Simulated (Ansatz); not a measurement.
Total energies of C6H4Sn, SMILES `C#[C][SnH]([C]#C)[C]#C`.

```
atom   x (Å)   y (Å)   z (Å)
  C1   1.058   0.132   2.910
  C2   0.427  -0.009   1.893
 Sn3  -0.690  -0.262   0.167
  C4  -0.821   1.564  -0.801
  C5  -0.921   2.625  -1.364
  C6   0.310  -1.588  -1.071
  C7   0.873  -2.373  -1.792
  H8   1.622   0.258   3.806
  H9  -2.235  -0.849   0.541
 H10  -1.002   3.565  -1.861
 H11   1.376  -3.063  -2.430
```

The species carries charge 0 and has multiplicity 1. Correlated methods include outer-core shells of Sn, which these sets cover unevenly. Sn takes the def2 core potential. The geometry is a stationary point of PBE0-D4/def2-TZVP. Basis def2-TZVPP, Ansatz 0.2.0.

RPA on PBE orbitals: Hartree–Fock energy of these orbitals -442.70825 Eh, correlation -1.86220 Eh (frozen core).

```
functional                 kind  energy without D4 (Eh)  D4 term (kJ/mol)
    r2SCAN             meta-GGA              -445.14203              -7.0
     BHLYP  global hybrid, 50 %              -444.99527             -37.6
```

Problem. Give the same for LDA (SPW92), PBE, revPBE, BLYP, B97M-V, PBE0, B3LYP, r2SCANh, r2SCAN0, HSE06 (plane-wave form), CAM-B3LYP, LC-ωPBE, ωB97X-V, ωB97M-V, B2PLYP, PBE-QIDH. (Estimate.)

Solution. Ansatz gave: 
```
             functional                                       kind  energy without D4 (Eh)  D4 term (kJ/mol)
            LDA (SPW92)                                        LDA              -442.70901                 –
                    PBE                                        GGA              -444.89322             -27.2
                 revPBE                                        GGA              -445.18873             -70.4
                   BLYP                                        GGA              -445.07515             -57.4
                 B97M-V                         meta-GGA with VV10              -445.21921                 –
                   PBE0         global hybrid, 25 % exact exchange              -444.91600             -23.5
                  B3LYP                        global hybrid, 20 %              -445.28683             -43.9
                r2SCANh                      meta-GGA hybrid, 10 %              -445.11732              -7.6
                r2SCAN0                      meta-GGA hybrid, 25 %              -445.08174              -8.4
HSE06 (plane-wave form)                            screened hybrid              -444.90105             -22.3
              CAM-B3LYP                     range-separated hybrid              -445.05902             -24.5
                LC-ωPBE                long-range corrected hybrid              -445.04676                 –
                ωB97X-V       range-separated hybrid GGA with VV10              -445.11987                 –
                ωB97M-V  range-separated hybrid meta-GGA with VV10              -445.08191                 –
                 B2PLYP                              double hybrid              -444.80928                 –
               PBE-QIDH                              double hybrid              -444.68715                 –
```

B3LYP takes the VWN-RPA correlation (the form of Gaussian; ORCA's B3LYP/G). HSE06 is the plane-wave form, built on full-range PBE exchange. The double hybrids freeze the cores in their second-order part.

LC-ωPBE has ω = 0.4 bohr⁻¹.
